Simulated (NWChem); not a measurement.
**Spin states of Te (+1)**

SMILES: [Te+]
```xyz
1

Te     0.0000     0.0000     0.0000
```
Charge +1, spin multiplicity 4.

The numbers come from NWChem runs, not from measurements.

Basis set: def2-TZVP. The gap is E(quartet) − E(doublet), so a negative value puts the higher spin lower. Open shells are unrestricted, coupled cluster uses restricted open-shell references. The quartet is the single determinant that the SCF runs reached, with unpaired electrons in orbitals of symmetry b1u and b2u and b3u (D2h labels); it need not be the lowest quartet, which in molecules with degenerate π orbitals can need several determinants. Where the lowest doublet needs several determinants, the single determinant used here isn't a pure state and places it wrongly.

```json
[
 {"method": "B3LYP", "vertical doublet-quartet gap (kcal/mol)": "-38.5", "relative cost": "1", "remark": "-", "difference from CCSD(T)": "+3.2"},
 {"method": "M06-2X", "vertical doublet-quartet gap (kcal/mol)": "-50.1", "relative cost": "under 3", "remark": "-", "difference from CCSD(T)": "-8.4"},
 {"method": "HF", "vertical doublet-quartet gap (kcal/mol)": "-55.9", "relative cost": "under 3", "remark": "-", "difference from CCSD(T)": "-14.1"},
 {"method": "B2PLYP", "vertical doublet-quartet gap (kcal/mol)": "-42.0", "relative cost": "under 3", "remark": "-", "difference from CCSD(T)": "-0.3"},
 {"method": "MP2", "vertical doublet-quartet gap (kcal/mol)": "-51.7", "relative cost": "under 3", "remark": "-", "difference from CCSD(T)": "-10.0"},
 {"method": "CCSD(T)", "vertical doublet-quartet gap (kcal/mol)": "-41.7", "relative cost": "20", "remark": "large amplitudes", "difference from CCSD(T)": "0.0"}
]
```

The values span 17.4 kcal/mol, from HF (lowest) to B3LYP (highest). The cost column gives rough processor time relative to B3LYP; each entry includes its own SCF.

Effective core potentials replace the inner electrons of Te; spin-orbit coupling is left out. The correlated methods keep 4 core orbitals frozen. B3LYP has NWChem's definition, with VWN1-RPA local correlation. No SCF solution was tested for a lower state. Open-shell Hartree-Fock references start from PBE0 orbitals; any time given for them includes that run. No row is a measurement; the coupled-cluster row has its own basis-set and correlation limits.
